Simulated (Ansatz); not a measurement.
Harmonic frequencies (cm⁻¹) at PBE0-D4/def2-TZVP from Ansatz: 258, 310, 403, 1538, 3461, 3540.

Problem. Which molecule is it?
A. `[SH][K]`
B. `[OH][K]`
C. `[CH3][K]`
D. `[NH2][K]`

Solution. D.
